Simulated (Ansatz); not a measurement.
# Ligand exchange: CH3Br + GeH(CH3)2(SiH3) → SiH3(CH3) + GeH(CH3)2Br

Species: CH3Br (bromomethane) `CBr`, singlet; GeH(CH3)2(SiH3), singlet; SiH3(CH3) (methylsilane), singlet; GeH(CH3)2Br, singlet. The partners trade Br for SiH3: C–Br and Ge–SiH3 bonds give way to C–SiH3 and Ge–Br.

Shapes, held fixed at every level: PBE0-D4/def2-TZVP. Programs: Ansatz 0.2.0. Electronic energies: no zero-point or thermal term.

(1) Estimate ΔE of this reaction.

## Answers

(1) The highest level, CCSD(T)/def2-TZVPP, gives ΔE = -138.0 kJ/mol; the levels span -146.7 to -127.5. The column of differences is taken from that level and isn't an error. No measured value is set beside it here. Relativity is left out for Br, Ge unless named. Correlated rows may include outer-core shells of Br, Ge, which these sets cover unevenly.

| level | kind | ΔE (kJ/mol) | less CCSD(T)/def2-TZVPP |
| --- | --- | --- | --- |
| PBE-D4/def2-TZVPP | GGA | -127.5 | +10.5 |
| PBE0-D4/def2-TZVPP | global hybrid | -135.4 | +2.6 |
| wB97M-V/def2-TZVPP | range-separated hybrid | -145.1 | -7.1 |
| wB97X-V/def2-TZVPP | range-separated hybrid | -141.2 | -3.2 |
| B2PLYP/def2-TZVPP | double hybrid | -141.9 | -3.9 |
| MP2/def2-TZVPP | perturbation theory | -146.7 | -8.7 |
| CCSD(T)/def2-TZVPP | coupled cluster or CI | -138.0 | 0.0 |
